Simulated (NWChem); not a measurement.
C3H3NO2; SMILES o1ccoc1=N

All runs: NWChem. Pople sets run with spherical d functions. Geometry: optimised at B3LYP/6-31G* (spherical d). Level: B3LYP/6-31G* with SMD (1 M gas to 1 M solution), gas-phase geometry.

**Question.** Estimate the computed values for solvent water. Quantities: solvation free energy (kcal/mol); cavity-dispersion-structure term (kcal/mol); dipole in solution (D).

**Answer.** 
| Quantity | Result |
|---|---|
| solvation free energy (kcal/mol) | -6.1 |
| cavity-dispersion-structure term (kcal/mol) | 3.7 |
| dipole in solution (D) | 4.88 |
